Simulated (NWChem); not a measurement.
All runs are NWChem calculations. System: BBr$_{2}$, charge 0, spin multiplicity 2, at a geometry optimised with UPBE0/def2-SVP. The structure started from a generated list of species. Its SCF solution wasn't tested for a lower state. Level: G0W0@UHF/def2-SVPD, RI basis def2-svpd-rifit.

The NWChem input:

```
start mol
memory heap 200 mb stack 700 mb global 1700 mb
geometry units angstroms nocenter noautoz
  Br     1.677202     0.000000     0.056792
  B      0.000000     0.000000    -0.795089
  Br    -1.677202     0.000000     0.056792
  symmetry group C2v
end
basis spherical
  * library def2-svpd
end
basis "ri basis" bse spherical
  * library def2-svpd-rifit
end
dft
  xc hfexch
  odft
  mult 2
  iterations 100
  direct
  tolerances tight
end
task dft energy
gw
  states alpha occ 4 vir 2
  states beta occ 4 vir 2
end
task dft gw
```

Part of the output:

```
             Northwest Computational Chemistry Package (NWChem) 7.3.0
             --------------------------------------------------------

                                NWChem Input Module
                                -------------------

 Scaling coordinates for geometry "geometry" by  1.889725989
 (inverse scale =  0.529177249)

 Turning off AUTOSYM since
 SYMMETRY directive was detected!

                             Geometry "geometry" -> ""
                             -------------------------

 Output coordinates in angstroms (scale by  1.889725989 to convert to a.u.)

  No.       Tag          Charge          X              Y              Z
 ---- ---------------- ---------- -------------- -------------- --------------
    1 Br                  35.0000     1.67720200     0.00000000     0.05679200
    2 B                    5.0000     0.00000000     0.00000000    -0.79508900
    3 Br                  35.0000    -1.67720200     0.00000000     0.05679200

 Effective nuclear repulsion energy (a.u.)     291.7081191421

            Nuclear Dipole moment (a.u.)
            ----------------------------
        X                 Y               Z
 ---------------- ---------------- ----------------
     0.0000000000     0.0000000000    -0.0000094486

      Symmetry information
      --------------------

 Group name             C2v
 Group number             16
 Group order               4
 No. of unique centers     2

      Symmetry unique atoms

     1    2


 Summary of "ao basis" -> "" (spherical)
 ------------------------------------------------------------------------------
       Tag                 Description            Shells   Functions and Types
 ---------------- ------------------------------  ------  ---------------------
 *                         def2-svpd                  on all atoms

 new library libraries.bse/

 Summary of "ri basis" -> "" (spherical)
 ------------------------------------------------------------------------------
       Tag                 Description            Shells   Functions and Types
 ---------------- ------------------------------  ------  ---------------------
[...]
     1   0 0 1      0.011080      1.129365     -1.118276     -0.000009

     2   2 0 0    -31.432438   -368.561153   -366.051195    703.179911
     2   1 1 0      0.000000      0.000000      0.000000      0.000000
     2   1 0 1      0.000000      0.000000      0.000000      0.000000
     2   0 2 0    -31.543352    -16.332942    -15.210409      0.000000
     2   0 1 1      0.000000      0.000000     -0.000000      0.000000
     2   0 0 2    -32.743238    -26.385760    -18.451265     12.093787

 Task  times  cpu:       10.7s     wall:       10.7s

                                NWChem Input Module
                                -------------------

                                 NWChem GW Module
                                 ----------------

                             ***********************
                             ***        GW       ***
                             ***********************

 Summary of "ri basis" -> "ri basis" (spherical)
 ------------------------------------------------------------------------------
       Tag                 Description            Shells   Functions and Types
 ---------------- ------------------------------  ------  ---------------------
 Br                     def2-svpd-rifit             37      143   11s10p8d5f3g
 B                      def2-svpd-rifit             20       64   7s6p5d2f

                 Memory Information
                 ------------------
          Available GA per process is          1699.8 MBs
          Available stack per process is        700.0 MBs
          Available heap per process is         199.8 MBs

          Peak memory in Initialization
              Peak GA per process is                 22.2 MBs
              Peak stack per process is               0.1 MBs
              Peak heap per process is               22.7 MBs
              Memory not in MA per process            0.0 MBs

          Peak memory in AFF Calculation
              Peak GA per process is                212.5 MBs
              Peak stack per process is             178.5 MBs
              Peak heap per process is                0.1 MBs
              Memory not in MA per process          178.5 MBs

          Computing 2-center integrals
          Computing Inverse Cholesky factor
          Computing 3-center integrals
          Computing V_xc ...
          Computing Sigma_x
          Computing RPA polarizability
          Solving quasiparticle equations

                  Alpha Orbitals
          State     Energy (eV)     Error (eV)
          -----------------------------------
@GW        35        -12.537           0.004
@GW        36        -11.228           0.005
@GW        37        -11.014           0.002
@GW        38         -8.944           0.005
@GW        39          0.095           0.002
@GW        40          1.535           0.005

                   Beta Orbitals
          State     Energy (eV)     Error (eV)
          -----------------------------------
@GW        34        -12.421           0.005
@GW        35        -12.145           0.005
@GW        36        -11.263           0.005
@GW        37        -10.891           0.005
@GW        38          0.230           0.002
@GW        39          0.897           0.002

   Applying   0.6793 eV scissor-shift to rest of particle states

   Applying  -1.0035 eV scissor-shift to rest of hole states

   Applying   0.7081 eV scissor-shift to rest of particle states

   Applying  -0.7802 eV scissor-shift to rest of hole states

     GW Timing Statistics
   ------------------------
   Init.   :          0.1s
     ERIs  :          1.3s
     Distr.:          0.0s
     Vxc   :          1.1s
   Sigma_x :          0.0s
   RPA     :         24.3s
   Wmn     :          0.1s
   Sigma_c :          0.1s
   GW total:         27.1s

 Task  times  cpu:       27.1s     wall:       27.1s

 Total times  cpu:       37.8s     wall:       37.8s
```
